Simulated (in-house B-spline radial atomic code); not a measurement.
The numbers below are computed, except where a source is named.
**S in an electron gas of r_s = 1.5: phase shifts, screening and friction**

A nucleus sits in a uniform electron gas with a rigid positive background. The Kohn-Sham equations are solved self-consistently in the spin-unpolarised LDA (PW92), non-relativistic, on B-splines with outgoing waves at the boundary and partial waves to l = 8. The model has no lattice, no bands and no magnetic solution. Atomic units; δ_l are the phase shifts at the Fermi level, counted so that each bound state adds π, and good to about 0.0005.

The density parameter is r_s = 1.5 bohr.

```csv
l,δ_l (rad)
0,6.8998
1,4.4730
2,0.7642
3,0.0962
4,0.0238
5,0.0066
6,0.0019
7,0.0006
8,0.0002
```

Bound levels below the band bottom (hartree): s -86.95, s -6.94, p -4.984, s -0.1377.

(1) Check the Friedel sum rule, and say where the screening charge sits.

(2) Find the transport cross section and the electronic stopping of a 1 keV S ion (mass 32.06 u).

Answers

(1) k_F = (9π/4)^(1/3)/r_s = 1.27944. The rule is Z = (2/π) Σ (2l + 1) δ_l. The terms are s 4.393, p 8.543, d 2.433, f 0.429 and 0.206 beyond, in all 16.003 against Z = 16. Bound states hold 6 s, 6 p, 0 d electrons, so the scattering states carry 4.00 in all; where a term is smaller than its bound count, the bound level has drawn weight out of the band.

(2) σ_tr = (4π/k_F²) Σ (l + 1) sin²(δ_l − δ_(l+1)). The terms for l = 0 to 3 are 0.4296, 0.5773, 1.1510, 0.0209, all together 2.1806, so σ_tr = 7.677 × 2.1806 = 16.739 bohr². With n = 3/(4π r_s³) = 0.07074, the friction coefficient is Q = n k_F σ_tr = 1.5149. For v well below v_F = 1.279, dE/dx = Q v; with 24801 eV per u at v = 1, v = √(1000/(24801 × 32.06)) = 0.0355, so dE/dx = 0.05373 hartree/bohr = 27.6 eV/nm. The largest term couples the d and f waves.
